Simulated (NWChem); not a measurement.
System: GeH$_{2}$, singlet; SMILES [GeH2]

```xyz
3

Ge     0.0000     0.0000     0.0660
H      1.1364     0.0000    -1.0565
H     -1.1364     0.0000    -1.0565
```
Atoms are numbered in this order, from 1.

Results from NWChem. Low-valent species are run as closed-shell singlets; no triplet was tried in these runs. All runs use the structure optimised with PBE0/def2-SVP. Ions are spin-unrestricted doublets at the neutral geometry; other ion states weren't tried.

Question: What does the run give for PBE/def2-SVP? Quantities: vertical ionisation energy, ΔSCF (eV); −ε(HOMO) (eV).

Answer: 
```yaml
vertical ionisation energy, ΔSCF (eV): 9.40
"−ε(HOMO) (eV)": 5.82
```
